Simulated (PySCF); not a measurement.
**From a computed spectrum to the compound**

A species of 3 atoms with charge 1 has these harmonic modes (PBE0, small Gaussian bases with core potentials, PySCF 2.14.0):

```json
{"cm⁻¹": "116", "km/mol": "19.5", "symmetry": "a1"}
{"cm⁻¹": "651", "km/mol": "165.8", "symmetry": "b2"}
{"cm⁻¹": "654", "km/mol": "67.3", "symmetry": "a1"}
```

Which species is it, and in which structure?

[LaF2]+ (singlet):
```xyz
3

La    0.0000    0.0000   -0.2561
F     1.6810    0.0000    0.9363
F    -1.6810    0.0000    0.9363
```
Ideal gas at 298.15 K and 1 bar: S = 288.3 J/(mol K), Cp = 49.1 J/(mol K), H − H(0 K) = 12.5 kJ/mol (rigid rotor, harmonic modes, spin degeneracy alone). 
 This is one of several that fit.
